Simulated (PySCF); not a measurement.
C2H4NO, SMILES [N](C)C=O, multiplicity 2. Atoms are numbered in the order given.

```xyz
8

C     -1.4419    -0.2568     0.0924
N     -0.3154    -0.2683    -0.7745
C      0.9196    -0.0551    -0.2200
O      1.1115     0.6369     0.7616
H     -2.2282     0.3953    -0.3224
H     -1.8764    -1.2756     0.0975
H     -1.1976     0.0355     1.1277
H      1.7522    -0.5009    -0.8079
```
Charge 0, spin multiplicity 2.

The structure is a stationary point at PBE0-D3(BJ)/def2-SVP. The isomer is the one that the SMILES or the coordinates give; other isomers of the formula were not compared. The values are those of a single conformer.

Calculation: CAM-B3LYP/def2-TZVPD (PySCF).

Mulliken values depend strongly on the basis, most of all with diffuse functions as here. ESP charges are fitted to the potential on shells at 1.4 to 2.0 van der Waals radii. Atomic charges (e):

```
atom  meta-Löwdin  ESP fit  Mulliken  Mulliken spin
----  -----------  -------  --------  -------------
C1          -0.24     0.23     -0.68          -0.05
N2          -0.17    -0.48     -0.26           0.78
C3           0.32        ?      0.14          -0.09
O4          -0.41    -0.48     -0.42           0.24
H5           0.14        ?      0.26           0.04
H6           0.14        ?      0.29           0.07
H7           0.12        ?      0.33           0.01
H8           0.09        ?      0.33           0.00
```

Question: Some entries are withheld; supply them. (The exact figures need the calculation; the answer reports its results.)

Answer: 
- C3, ESP fit: 0.65
- H5, ESP fit: 0.03
- H6, ESP fit: 0.05
- H7, ESP fit: 0.01
- H8, ESP fit: -0.01
